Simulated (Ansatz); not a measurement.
`F[SiH]1CO1` + H₂S → `S[SiH]1CO1` + H–F at 700 K and 1 bar (ligand exchange at the Si–F bond).

Computed with Ansatz on PBE0-D4/def2-TZVP structures; ΔE is electronic, products minus reactants. CBS: MP2 limit from def2 TZ/QZ plus the TZ coupled-cluster correction, frozen cores. This one scheme is used for every species. One conformer a species, not always the lowest.

```
     species  CCSD(T)/CBS energy (Eh)  H − E (kJ/mol)  S (J/(mol·K))
`F[SiH]1CO1`               -503.94479           163.2          364.1
         H₂S               -398.97279            64.8          236.9
`S[SiH]1CO1`               -802.49340           190.6          406.2
         H–F               -100.39570            45.2          198.5
```

H − E and S are ideal-gas, rigid-rotor, harmonic terms from PBE0-D4/def2-TZVP, for one conformer and one mirror image of each species. 1 Eh = 2625.50 kJ/mol, R = 8.31446 J/(mol·K).

Question: By hand: ΔE, ΔH, ΔS and ΔG.

Answer: ΔE = (-802.49340) + (-100.39570) − (-503.94479) − (-398.97279) = 0.02848 Eh = 74.8 kJ/mol. Δ(H − E) = 190.6 + 45.2 − 163.2 − 64.8 = 7.8, so ΔH = 82.6 kJ/mol. ΔS = 406.2 + 198.5 − 364.1 − 236.9 = 3.7 J/(mol·K). ΔG = 82.6 − 700 × (3.7)/1000 = 80.0 kJ/mol.

Question: By hand: the equilibrium constant, and the temperature at which ΔG would vanish if ΔH and ΔS stayed fixed.

Answer: log₁₀ K = −ΔG/(RT ln 10) = -6.0. ΔG = 0 at ΔH/ΔS = 22324 K, far beyond where these terms or the molecules hold.

The number of gas molecules stays the same, so ΔS is small and ΔH decides. A doubt of 5 kJ/mol in ΔE shifts log₁₀ K by 0.4 here. Other conformers and mirror images would add mixing entropy, several J/(mol·K) or more a flexible species. These are equilibria of isolated gas molecules and say nothing of rates. Largest T1 diagnostic: 0.013 (customary marks: 0.02 for closed shells, 0.045 for open ones).
